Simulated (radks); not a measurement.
Charge is removed step by step from the 2p3/2 level of Pr, starting from [He] 2s2 2p(1/2: 2, 3/2: 4) 3s2 3p6 3d10 4s2 4p6 4d10 4f3 5s2 5p6 6s2. Method: Dirac Kohn-Sham, LDA (Slater exchange, Perdew-Wang correlation), spin-unpolarised, spherical densities, finite nucleus; open shells fill j = l - 1/2 first; Fermi nuclear charge, rms radius 4.8919 fm; computed with a radial shooting solver on a logarithmic mesh with Libxc functionals.

removed (e)  E - E(0) (eV)  eigenvalue (eV)  E minus straight line (eV)
0                    0.000          -5865.0                       0.000
0.25                1471.5          -5906.8                     -15.891
0.5                 2953.4          -5949.1                     -21.255
0.75                4446.1          -5991.9                     -15.987
1                   5949.4          -6034.9                       0.000

Removing the whole electron costs 5949.4 eV by Delta-SCF, against 5865.0 eV from minus the eigenvalue at the starting occupation. Slater's transition state (half an electron removed) gives 5949.1 eV. Integrating minus the eigenvalue over the occupation (Janak's theorem) gives 5949.4 eV. The mean slope of the eigenvalue, de/dn, is 170 eV per electron.
